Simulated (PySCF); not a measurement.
Structure problem from calculated spectra and properties.

Formula: C7H11NS.

| Item | Value |
| --- | --- |
| NMR, other nuclei | isotropic shieldings of nuclei other than C and H, by class: 93 (1 N), 183 (1 S) ppm [GIAO PBE0/pcSseg-1] |
| 13C NMR | chemical shifts (computed TMS as zero) by class: 206.8 (1 C), 154.0 (1 C), 142.3 (1 C), 125.9 (1 C), 125.9 (1 C), 51.1 (1 C), 33.8 (1 C) ppm [GIAO PBE0/pcSseg-1] |
| Rotational structure | rotational constants A, B, C: 2.272, 0.812, 0.758 GHz [GFN2-xTB] |
| 1H NMR | chemical shifts (computed TMS as zero) by class: 6.50 (1 H), 6.17 (1 H), 5.74 (1 H), 5.51 (1 H), 5.46 (1 H), 5.40 (1 H), 4.96 (2 H), 2.53 (3 H) ppm [GIAO PBE0/pcSseg-1] |
| Dipole | 4.37 D [PBE0/pcSseg-1] |

Gas-phase values; electronic properties from PySCF, density fitting. Levels stand in brackets. One conformer (not necessarily the lowest) at the GFN2-xTB geometry, without solvent, vibrations or thermal averaging. Each NMR value is the plain mean over a class of atoms that symmetry, rotation or inversion makes alike.

Q: What is the compound? Reason from the data.

A: Numbering: `[CH2:1]=[CH:2][C:3](=[CH2:4])[CH2:5][NH:6][C:7]([CH3:8])=[S:9]`. Its formula, C7H11NS, gives 3 degrees of unsaturation: 0 rings and 3 π bonds in the structure found. 7 carbons fall into 7 classes; from least to most shielded: thiocarbonyl carbon [C7] (206.8 ppm), fully substituted alkene carbon [C3] (154.0 ppm), alkene CH carbon [C2] (142.3 ppm), terminal =CH2 carbon [C1] (125.9 ppm), terminal =CH2 carbon [C4] (125.9 ppm), sp3 carbon bound to nitrogen [C5] (51.1 ppm), methyl carbon [C8] (33.8 ppm). Hydrogen classes from least to most shielded: 1 H on an alkene CH carbon, C2 (6.50 ppm), 1 H on a terminal =CH2 carbon, C1 (6.17 ppm), 1 H on a nitrogen bound to a thiocarbonyl carbon, N6 (5.74 ppm), 1 H on a terminal =CH2 carbon, C1 (5.51 ppm), 1 H on a terminal =CH2 carbon, C4 (5.46 ppm), 1 H on a terminal =CH2 carbon, C4 (5.40 ppm), 2 H on an sp3 carbon bound to nitrogen, C5 (4.96 ppm, a mean of values up to 2.8 ppm apart in this geometry), 3 H on a methyl carbon, C8 (2.53 ppm, a mean of values up to 0.6 ppm apart in this geometry). The other shieldings belong to: 93 ppm, nitrogen bound to a thiocarbonyl carbon [N6]; 183 ppm, thiocarbonyl sulfur [S9]. The optimised geometry has point group C1 and is an asymmetric top. Structure: `C=CC(=C)CNC(C)=S`. Computed isomers that give other values at the same levels: `S=C=NC1CCCCC1` (13C chemical shifts (computed TMS as zero) by class: 149.6 (1 C), 52.9 (1 C), 37.1 (2 C), 29.7 (1 C), 23.8 (2 C) ppm); `CCNCc1cccs1` (13C chemical shifts (computed TMS as zero) by class: 156.5 (1 C), 133.2 (1 C), 130.8 (1 C), 130.6 (1 C), 52.9 (1 C), 45.7 (1 C), 18.0 (1 C) ppm); `CCc1sccc1NC` (13C chemical shifts (computed TMS as zero) by class: 148.7 (1 C), 129.3 (1 C), 123.4 (1 C), 120.2 (1 C), 34.9 (1 C), 24.8 (1 C), 16.8 (1 C) ppm). The assignments are read from this structure; whether some other isomer fits the data as well wasn't checked.

Shape of the structure used: `[CH2:1]=[CH:2][C:3](=[CH2:4])[CH2:5][NH:6][C:7]([CH3:8])=[S:9]`: C1–C2–C3–C4 174°, C2–C3–C5–N6 -66°, C3–C5–N6–C7 130°, C5–N6–C7–C8 -178°.
